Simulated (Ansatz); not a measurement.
The molecule RbOs, multiplicity 6 (lowest of 2S+1 = 2, 4, 6 at CCSD(T)/def2-TZVPP on PBE0 minima; our sources give no spin for the ground state, which may be another). No spin–orbit coupling.

The constants come from a fifth-degree fit in 1/R (seven points, main isotopes). Runs in def2 and cc sets follow the lowest solution found near the PBE0 minimum.

The values were computed with Ansatz (an electronic-structure program) with Gaussian orbitals. Values without a source in brackets are computed. In def2 rows elements past Kr take small-core potentials, without spin–orbit coupling.

```json
[
 {"level": "PBE/def2-TZVPP", "r_e (Å)": "4.029", "ω_e (cm⁻¹)": "42", "ω_e x_e (cm⁻¹)": "0.31", "α_e (cm⁻¹)": "0.00014", "dipole (D)": "1.70"},
 {"level": "B3LYP/def2-TZVPP", "r_e (Å)": "4.212", "ω_e (cm⁻¹)": "33", "ω_e x_e (cm⁻¹)": "0.35", "α_e (cm⁻¹)": "0.00017", "dipole (D)": "1.56"},
 {"level": "BHLYP/def2-TZVPP", "r_e (Å)": "4.183", "ω_e (cm⁻¹)": "32", "ω_e x_e (cm⁻¹)": "0.42", "α_e (cm⁻¹)": "0.00020", "dipole (D)": "0.49"},
 {"level": "CAM-B3LYP/def2-TZVPP", "r_e (Å)": "4.157", "ω_e (cm⁻¹)": "32", "ω_e x_e (cm⁻¹)": "0.43", "α_e (cm⁻¹)": "0.00021", "dipole (D)": "0.81"},
 {"level": "wB97X-V/def2-TZVPP", "r_e (Å)": "4.162", "ω_e (cm⁻¹)": "34", "ω_e x_e (cm⁻¹)": "0.41", "α_e (cm⁻¹)": "0.00019", "dipole (D)": "1.24"},
 {"level": "wB97M-V/def2-TZVPP", "r_e (Å)": "4.097", "ω_e (cm⁻¹)": "39", "ω_e x_e (cm⁻¹)": "0.34", "α_e (cm⁻¹)": "0.00015", "dipole (D)": "2.23"},
 {"level": "B2PLYP/def2-TZVPP", "r_e (Å)": "4.093", "ω_e (cm⁻¹)": "35", "ω_e x_e (cm⁻¹)": "0.42", "α_e (cm⁻¹)": "0.00019", "dipole (D)": "-"},
 {"level": "CCSD/def2-TZVPP", "r_e (Å)": "4.124", "ω_e (cm⁻¹)": "32", "ω_e x_e (cm⁻¹)": "0.49", "α_e (cm⁻¹)": "0.00023", "dipole (D)": "-"},
 {"level": "CCSD(T)/def2-TZVPP", "r_e (Å)": "4.063", "ω_e (cm⁻¹)": "35", "ω_e x_e (cm⁻¹)": "0.49", "α_e (cm⁻¹)": "0.00022", "dipole (D)": "-"}
]
```

Correlated levels freeze the inner cores; with def2 sets outer-core shells near the valence are correlated too.
